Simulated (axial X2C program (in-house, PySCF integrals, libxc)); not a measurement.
**A run on NRuN²⁺ without results**

A two-component calculation with an in-house all-electron X2C program for linear molecules (integrals from PySCF).

Input and command:
```json
{"zs": [7, 44, 7], "q": 2, "bas": ["dyall-av3z", "dyall-v3z", "dyall-av3z"], "r0": [1.74, 1.74], "symm": 1, "scan": ["PBE0", "HF", "LDA"], "levels": ["PBE0", "HF", "LDA"], "nst": 2}
```
```bash
python solin.py task.json out
```

Keys: zs atomic numbers; q charge; bas basis sets; r0 starting distance in Å; symm equal bonds; scan levels of the two-bond scan; levels methods; nst determinants followed.

Outcome:

The PBE0 geometry search stopped without converging.
